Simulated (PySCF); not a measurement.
PySCF job for C₄H₅Br, SMILES BrCC=C=C, PBE-D3(BJ)/def2-SVP. Geometry: PBE-D3(BJ)/def2-SVP. One conformer was computed; it need not be the lowest.

```python
import numpy as np
from pyscf import gto, scf, dft, df
from pyscf.hessian import thermo

mol = gto.M(
    atom='''
    C     3.44306620   -0.24019956    0.75275950
    C     2.21730626   -0.65163415    0.51283449
    C     0.98059502   -1.05930934    0.28375586
    C    -0.22484699   -0.40047575    0.86760168
    Br   -1.32536892    0.48272808   -0.53598762
    H     3.93430956    0.50433183    0.10214243
    H     4.02474171   -0.62528129    1.60834156
    H     0.81027240   -1.92841695   -0.37804384
    H    -0.91497994   -1.12767573    1.33415351
    H     0.03684562    0.39127236    1.59126382
    ''',
    basis='def2-SVP',
    charge=0,
    spin=0,
    max_memory=1600,
    verbose=3,
)
mf = dft.RKS(mol, xc='pbe').density_fit(auxbasis='def2-universal-jkfit')
mf.disp = 'd3bj'
mf.grids.level = 3
mf.conv_tol = 1e-11
mf.max_cycle = 100
mf.kernel()

# [left out here: the lines that compute and print the analytic Hessian (its translational invariance restored by hand, since the grid's response is missing), thermochemistry and intensities]
```

It prints:

```
converged SCF energy = -2728.51363980078

WARN: DFTD3 does not support analytical Hessian, using finite difference


WARN: Mole.unit (angstrom) is changed to Bohr

Mode                                 0                   1                   2
Irrep
Freq [cm^-1]                       62.6204            188.2136            230.3888
Reduced mass [au]                   4.1184              2.7950              3.3273
Force const [Dyne/A]                0.0095              0.0583              0.1041
Char temp [K]                      90.0968            270.7974            331.4782
Normal mode                   x     y     z       x     y     z       x     y     z
       0   C                 0.08 -0.10  0.09    0.09 -0.07 -0.07   -0.07 -0.02  0.01
       1   C                 0.06  0.00  0.01    0.00  0.09  0.06   -0.07  0.04 -0.07
       2   C                 0.05  0.08 -0.06    0.00  0.09  0.06   -0.08  0.09 -0.07
       3   C                 0.06  0.09 -0.03   -0.09 -0.07  0.03   -0.03  0.06  0.06
       4  Br                -0.04 -0.01 -0.00    0.00 -0.00 -0.01    0.04 -0.03  0.01
       5   H                 0.17 -0.09  0.16    0.08 -0.07 -0.07   -0.06  0.12  0.17
       6   H                 0.02 -0.20  0.08    0.16 -0.20 -0.18   -0.07 -0.22 -0.08
       7   H                 0.02  0.13 -0.11    0.07  0.15 -0.03   -0.15  0.22 -0.23
       8   H                 0.11  0.09  0.04   -0.09 -0.18 -0.14   -0.01  0.07  0.10
       9   H                 0.08  0.12 -0.07   -0.24 -0.13  0.16    0.02  0.07  0.04
Mode                                 3                   4                   5
Irrep
Freq [cm^-1]                      336.3323            467.7325            552.9213
Reduced mass [au]                   2.0203              3.0088              2.3901
Force const [Dyne/A]                0.1346              0.3878              0.4305
Char temp [K]                     483.9073            672.9629            795.5307
Normal mode                   x     y     z       x     y     z       x     y     z
       0   C                -0.00  0.03 -0.03    0.02  0.03  0.02   -0.02 -0.03 -0.02
       1   C                 0.02 -0.13  0.15    0.07 -0.05 -0.10   -0.08  0.13  0.08
       2   C                -0.00  0.03 -0.05    0.02 -0.04  0.08    0.02 -0.11  0.01
       3   C                 0.01  0.02  0.00    0.03 -0.04  0.15    0.08 -0.04 -0.01
       4  Br                -0.00  0.00 -0.00   -0.02  0.01 -0.03   -0.01  0.01 -0.01
       5   H                -0.35  0.22 -0.09   -0.04  0.30  0.28   -0.05  0.11  0.11
       6   H                 0.32  0.06 -0.24    0.06 -0.21 -0.11    0.07 -0.30 -0.20
       7   H                -0.04  0.20 -0.26   -0.09  0.10 -0.08    0.15 -0.03 -0.13
       8   H                 0.01  0.03  0.02   -0.03 -0.02  0.08    0.02  0.15  0.19
       9   H                 0.03  0.02 -0.00   -0.00 -0.02  0.14    0.27  0.06 -0.18
Mode                                 6                   7                   8
Irrep
Freq [cm^-1]                      639.3837            821.3284            827.5010
Reduced mass [au]                   2.7622              1.3304              1.6257
Force const [Dyne/A]                0.6653              0.5288              0.6559
Char temp [K]                     919.9308           1181.7087           1190.5897
Normal mode                   x     y     z       x     y     z       x     y     z
       0   C                -0.03 -0.02 -0.00   -0.07  0.09  0.07   -0.04 -0.05 -0.04
       1   C                -0.03  0.02  0.04    0.00 -0.02 -0.02   -0.04  0.02  0.01
       2   C                -0.01  0.05 -0.09    0.00 -0.00  0.02    0.01 -0.00  0.04
       3   C                 0.10 -0.07  0.16    0.05  0.02 -0.01    0.13  0.08 -0.03
       4  Br                -0.01  0.01 -0.02   -0.00 -0.00  0.00   -0.00 -0.00  0.00
       5   H                 0.05 -0.27 -0.23    0.17 -0.41 -0.32   -0.18  0.19  0.14
       6   H                -0.10  0.23  0.16    0.20 -0.46 -0.36   -0.11  0.04  0.04
       7   H                -0.01 -0.03  0.02   -0.04 -0.01  0.03   -0.08 -0.01  0.08
       8   H                 0.12 -0.13  0.10    0.02 -0.05 -0.18    0.03 -0.14 -0.52
       9   H                 0.12 -0.09  0.16   -0.03 -0.07  0.12   -0.10 -0.20  0.35
Mode                                 9                  10                  11
Irrep
Freq [cm^-1]                      858.8065            947.7679            986.1600
Reduced mass [au]                   1.1667              1.5546              2.2960
Force const [Dyne/A]                0.5070              0.8227              1.3156
Char temp [K]                    1235.6313           1363.6270           1418.8647
Normal mode                   x     y     z       x     y     z       x     y     z
       0   C                -0.01 -0.01  0.01    0.00 -0.08  0.10    0.09  0.02  0.02
       1   C                -0.00 -0.02  0.01   -0.01  0.07 -0.10    0.00  0.04  0.02
       2   C                -0.01  0.08 -0.07    0.00 -0.01  0.03   -0.02 -0.11 -0.11
       3   C                -0.00 -0.02  0.01    0.00 -0.01 -0.01   -0.06  0.08  0.06
       4  Br                 0.00  0.00 -0.00    0.00  0.00  0.00   -0.00 -0.00 -0.00
       5   H                -0.16  0.23  0.17   -0.50 -0.05 -0.25    0.10  0.02  0.02
       6   H                 0.13 -0.21 -0.18    0.46  0.28 -0.06    0.20  0.06 -0.02
       7   H                 0.05 -0.47  0.63   -0.00  0.02 -0.00   -0.09 -0.19  0.01
       8   H                 0.09 -0.07  0.07    0.03 -0.02  0.02   -0.32  0.18 -0.17
       9   H                -0.03  0.05 -0.06   -0.01  0.02 -0.03    0.07 -0.16  0.30
Mode                                12                  13                  14
Irrep
Freq [cm^-1]                     1095.5998           1130.5729           1166.1094
Reduced mass [au]                   1.1690              1.6573              1.1523
Force const [Dyne/A]                0.8267              1.2481              0.9232
Char temp [K]                    1576.3242           1626.6427           1677.7718
Normal mode                   x     y     z       x     y     z       x     y     z
       0   C                 0.06  0.02  0.01    0.05  0.02  0.01    0.02  0.01  0.00
       1   C                -0.02  0.03  0.03   -0.00 -0.00 -0.00   -0.01 -0.00 -0.00
       2   C                -0.03 -0.06 -0.02   -0.11  0.07  0.04   -0.03 -0.01  0.03
       3   C                 0.03 -0.01 -0.01    0.06 -0.09 -0.06   -0.07  0.05 -0.04
       4  Br                 0.00  0.00  0.00   -0.00 -0.00  0.00   -0.00  0.00 -0.01
       5   H                 0.13  0.02  0.06    0.13  0.02  0.06    0.05  0.03  0.05
       6   H                 0.12  0.04 -0.02    0.13  0.08 -0.00    0.06  0.01 -0.02
       7   H                -0.65  0.03  0.01   -0.38  0.07  0.12    0.02  0.00 -0.01
       8   H                 0.33 -0.26  0.06   -0.27  0.20 -0.11    0.51 -0.31  0.29
       9   H                -0.37  0.22 -0.13    0.44 -0.19 -0.09    0.42 -0.39  0.28
Mode                                15                  16                  17
Irrep
Freq [cm^-1]                     1299.6060           1391.9173           1420.5169
Reduced mass [au]                   1.2537              1.1664              1.9100
Force const [Dyne/A]                1.2475              1.3315              2.2708
Char temp [K]                    1869.8437           2002.6592           2043.8075
Normal mode                   x     y     z       x     y     z       x     y     z
       0   C                 0.00  0.00  0.00    0.06  0.02  0.01    0.12  0.04  0.02
       1   C                -0.05 -0.03 -0.02    0.01  0.00  0.00   -0.00 -0.01 -0.01
       2   C                -0.11 -0.00  0.01   -0.05 -0.02  0.00   -0.14 -0.01  0.00
       3   C                 0.04  0.01  0.01   -0.04  0.02  0.06    0.06 -0.01 -0.03
       4  Br                 0.00 -0.00  0.00    0.00 -0.00  0.00    0.00  0.00  0.00
       5   H                 0.40 -0.00  0.27   -0.19  0.03 -0.16   -0.25  0.07 -0.23
       6   H                 0.37  0.27 -0.11   -0.17 -0.15  0.09   -0.23 -0.22  0.15
       7   H                 0.48 -0.04 -0.09    0.08 -0.02 -0.04    0.24 -0.05 -0.06
       8   H                 0.09 -0.12 -0.14    0.06 -0.39 -0.47    0.06  0.13  0.18
       9   H                -0.12  0.15 -0.09    0.38  0.25 -0.36   -0.29 -0.07  0.16
Mode                                18                  19                  20
Irrep
Freq [cm^-1]                     2018.8900           3030.9384           3053.8825
Reduced mass [au]                   9.9479              1.0591              1.0607
Force const [Dyne/A]               23.8895              5.7327              5.8285
Char temp [K]                    2904.7333           4360.8456           4393.8569
Normal mode                   x     y     z       x     y     z       x     y     z
       0   C                -0.10 -0.03 -0.02    0.00  0.00  0.00   -0.06 -0.02 -0.01
       1   C                 0.22  0.07  0.04    0.00  0.00  0.00    0.01  0.00  0.00
       2   C                -0.11 -0.03 -0.02    0.00 -0.00 -0.00   -0.00 -0.00 -0.00
       3   C                 0.00  0.00 -0.00   -0.03 -0.01  0.06   -0.00  0.00  0.00
       4  Br                 0.00 -0.00  0.00    0.00 -0.00 -0.00    0.00 -0.00  0.00
       5   H                -0.03 -0.05  0.05   -0.01 -0.01  0.01    0.30  0.46 -0.41
       6   H                -0.04  0.03 -0.06   -0.01  0.01 -0.01    0.35 -0.24  0.53
       7   H                -0.00 -0.05 -0.04    0.00  0.01  0.00    0.01  0.05  0.04
       8   H                 0.02 -0.02 -0.00    0.50  0.51 -0.31    0.01  0.01 -0.00
       9   H                -0.01  0.00 -0.00   -0.14 -0.43 -0.37   -0.00 -0.01 -0.01
Mode                                21                  22                  23
Irrep
Freq [cm^-1]                     3072.5985           3114.0440           3138.6176
Reduced mass [au]                   1.0890              1.1112              1.1160
Force const [Dyne/A]                6.0572              6.3489              6.4774
Char temp [K]                    4420.7851           4480.4160           4515.7719
Normal mode                   x     y     z       x     y     z       x     y     z
       0   C                 0.00  0.00  0.00    0.00 -0.00  0.00    0.00 -0.06  0.08
       1   C                 0.00  0.00  0.00    0.00  0.00  0.00   -0.00 -0.00  0.00
       2   C                -0.02 -0.06 -0.05   -0.00 -0.01 -0.01    0.00 -0.00  0.00
       3   C                 0.01  0.01  0.00   -0.04 -0.08 -0.02    0.00  0.00  0.00
       4  Br                -0.00 -0.00  0.00    0.00  0.00  0.00    0.00 -0.00  0.00
       5   H                -0.02 -0.03  0.03    0.00  0.00 -0.00    0.30  0.45 -0.39
       6   H                -0.02  0.02 -0.03   -0.00  0.00 -0.00   -0.36  0.23 -0.52
       7   H                 0.15  0.74  0.56    0.02  0.11  0.09   -0.00 -0.00 -0.00
       8   H                -0.06 -0.06  0.04    0.35  0.36 -0.23   -0.00 -0.00  0.00
       9   H                -0.03 -0.08 -0.07    0.17  0.55  0.49   -0.00 -0.00 -0.00
temperature 298.1500 [K]
pressure 101325.00 [Pa]
Rotational constants [GHz] 12.58645 1.12319 1.08150
Symmetry number 1
Zero-point energy (ZPE) 0.07257 [Eh]   190519.960 [J/mol]
                           tot       elec      trans        rot        vib
Entropy [J/mol/K]       336.348      0.000    169.736    114.825     51.788
Cv [J/mol/K]             85.094      0.000     12.472     12.472     60.151
Cp [J/mol/K]             93.409      0.000     20.786     12.472     60.151
Internal energy [J/mol]                      3718.434   3718.434 199024.073
Internal energy [Eh]   -2728.43500  -2728.51364
Enthalpy [J/mol]                             6197.391   3718.434 199024.073
Enthalpy [Eh]          -2728.43406
Gibbs free energy [J/mol]                  -44409.283 -30516.581 183583.605
Gibbs free energy [Eh] -2728.47225
mode   freq/cm-1   IR/(km/mol)
   1       62.62         0.176
   2      188.21         1.429
   3      230.39         6.096
   4      336.33         7.935
   5      467.73         6.696
   6      552.92        14.378
   7      639.38        39.811
   8      821.33        52.319
   9      827.50         1.086
  10      858.81        18.024
  11      947.77         0.355
  12      986.16         2.506
  13     1095.60         0.519
  14     1130.57        12.502
  15     1166.11        48.842
  16     1299.61         1.695
  17     1391.92         5.105
  18     1420.52         1.844
  19     2018.89        73.761
  20     3030.94         6.657
  21     3053.88         0.408
  22     3072.60         0.456
  23     3114.04         0.419
  24     3138.62         0.021
max |gradient| / (hartree/bohr): 2.5891274469499727e-05
APT charges: [-0.2009  0.1662 -0.1806  0.4151 -0.3287  0.0613  0.0561  0.046  -0.0318
 -0.0028]
```

The calculation finished and met its thresholds.

Cost: roughly 2.5 core-minutes.
